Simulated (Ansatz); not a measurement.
A nudged elastic band was laid between two geometries of ClFH₄O₃Zr (10 atoms, charge 0, multiplicity 1).

Level of theory: Ansatz 0.2.0, RKS BLYP-D4/def2-SVP.

```yaml
movable_images: 5
climbing_image: yes
spring: 5.0 eV/Å²
optimiser: quadratic models (default)
start_path: through a guess of the saddle point
force_threshold: 0.05 eV/Å
iteration_limit: 60
end_points: relaxed
```

Image 0:

```xyz
10
Properties=species:S:1:pos:R:3
Zr -0.024 -0.053 0.181
Cl 0.021 -0.028 2.703
O 1.662 -0.401 -0.695
H 2.418 -0.576 -1.272
O -1.132 1.272 -0.688
H -1.508 1.961 -1.255
O -1.017 -1.691 -0.029
H -1.541 -2.494 -0.156
F 1.150 1.925 1.072
H 0.947 1.556 1.958
```

Image 6:

```xyz
10
Properties=species:S:1:pos:R:3
Zr -0.142 0.400 -0.189
Cl 1.468 -0.529 3.052
O 1.615 -0.100 -0.819
H 2.470 -0.461 -1.095
O -1.049 1.432 -1.554
H -1.511 1.732 -2.350
O -1.216 -1.140 0.275
H -1.584 -2.004 0.510
F 0.038 1.576 1.392
H 0.888 0.565 2.595
```

Q: What changes between the two ends?

A: Bonds broken: Zr1–Cl2, F9–H10. Bonds formed: Cl2–H10. ClFH4O3Zr becomes ClH + FH3O3Zr.

Q: Give the energies along the band, and the barrier.

A: The forces met the threshold. The highest image is number 3 of 0 to 6, 0.186 eV above the first end and 0.241 eV above the last; the last end lies 0.056 eV below the first. A vibrational analysis at the climbing image gives one clearly imaginary mode, 214i cm⁻¹: a first-order saddle point. The orbitals stay closed-shell, which can raise the energy where a bond breaks towards radicals; this wasn't checked here.

```
image  path coordinate (Å)  energy (eV)  Zr1–Cl2 (Å)  F9–H10 (Å)  Cl2–H10 (Å)
    0                 0.00        0.000         2.52        0.98         1.98
    1                 0.60        0.023         2.55        0.99         1.92
    2                 1.20        0.093         2.61        1.02         1.81
    3                 1.81        0.186         2.80        1.22         1.52
    4                 2.42        0.064         3.16        1.58         1.35
    5                 3.03       -0.038         3.58        1.74         1.32
    6                 3.65       -0.056         3.74        1.79         1.32
```

Q: What is the geometry of the highest image?

A: 
```xyz
10
Properties=species:S:1:pos:R:3
Zr 0.068 0.238 0.064
Cl 0.641 -0.355 2.738
O 1.722 -0.278 -0.785
H 2.306 -0.688 -1.441
O -0.903 1.396 -1.151
H -1.598 1.601 -1.794
O -1.104 -1.306 0.115
H -1.498 -2.103 0.498
F 0.599 1.887 1.335
H 0.745 1.080 2.239
```

Q: What are the harmonic wavenumbers there?

A: 214i, 30, 110, 121, 131, 154, 173, 182, 233, 241, 267, 289, 318, 364, 469, 676, 701, 712, 845, 985, 1294, 3810, 3814, 3818 cm⁻¹.

Run time: 3.9 min on 4 threads of Arm Neoverse V1 (shared host), peak memory 0.19 GiB.
